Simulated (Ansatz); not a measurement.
`CN(C)B(F)F` → `FBF` + `C=NC` at 298.15 K and 1 bar (β-hydride elimination).

Computed with Ansatz on PBE0-D4/def2-TZVP structures; ΔE is electronic, products minus reactants. CCSD(T)/CBS adds triple-zeta CCSD(T) − MP2 to the extrapolated MP2 energy (def2 sets, frozen cores). This one scheme is used for every species. One conformer a species, not always the lowest.

| species | CCSD(T)/CBS energy (Eh) | H − E (kJ/mol) | S (J/(mol·K)) |
| --- | --- | --- | --- |
| `CN(C)B(F)F` | -358.96075 | 266.0 | 332.9 |
| `FBF` | -225.09427 | 57.8 | 244.5 |
| `C=NC` | -133.77870 | 191.7 | 260.0 |

H − E and S are ideal-gas, rigid-rotor, harmonic terms from PBE0-D4/def2-TZVP, for one conformer and one mirror image of each species. 1 Eh = 2625.50 kJ/mol, R = 8.31446 J/(mol·K).

**Question.** By hand: ΔE, ΔH, ΔS and ΔG.

**Answer.** ΔE = (-225.09427) + (-133.77870) − (-358.96075) = 0.08778 Eh = 230.5 kJ/mol. Δ(H − E) = 57.8 + 191.7 − 266.0 = -16.5, so ΔH = 214.0 kJ/mol. ΔS = 244.5 + 260.0 − 332.9 = 171.6 J/(mol·K). ΔG = 214.0 − 298.15 × (171.6)/1000 = 162.8 kJ/mol.

**Question.** By hand: the equilibrium constant, and the temperature at which ΔG would vanish if ΔH and ΔS stayed fixed.

**Answer.** log₁₀ K = −ΔG/(RT ln 10) = -28.5. ΔG = 0 at ΔH/ΔS = 1247 K.

The number of gas molecules changes by +1, which sets the sign of ΔS. A doubt of 5 kJ/mol in ΔE shifts log₁₀ K by 0.9 here. Other conformers and mirror images would add mixing entropy, several J/(mol·K) or more a flexible species. These are equilibria of isolated gas molecules and say nothing of rates. Largest T1 diagnostic: 0.013 (customary marks: 0.02 for closed shells, 0.045 for open ones).
